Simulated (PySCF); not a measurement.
# Polarisability and C₆ of Ni²⁺ (nickel, charge +2)

[Ar] 3d8, high-spin 3F determinant. Calculation: PySCF 2.14, in x2c-QZVPPall with one added diffuse shell each of s, p, d, f, g type (12s8p7d5f3g, 133 functions); scalar relativity by spin-free X2C-1e. Coupled (time-dependent) response in atomic units; α is the mean over directions.

```tsv
method	mean α (bohr³)	C₆ (like pair)	S(−4)
PBE0	3.233	9.008	5.325
```

S(−4) is the Cauchy moment in α(ω) = α(0) + S(−4) ω² + …

α(iu) at PBE0:

| u (hartree) | α(iu) (bohr³) |
| --- | --- |
| 0 | 3.233 |
| 0.0500 | 3.220 |
| 0.100 | 3.181 |
| 0.200 | 3.042 |
| 0.300 | 2.852 |
| 0.500 | 2.444 |
| 0.750 | 2.016 |
| 1.00 | 1.695 |
| 1.50 | 1.258 |
| 2.00 | 0.9783 |
| 3.00 | 0.6431 |
| 5.00 | 0.3387 |

For an ion, C₆ is the dispersion term alone; charge-induced terms of lower order in 1/R come first.
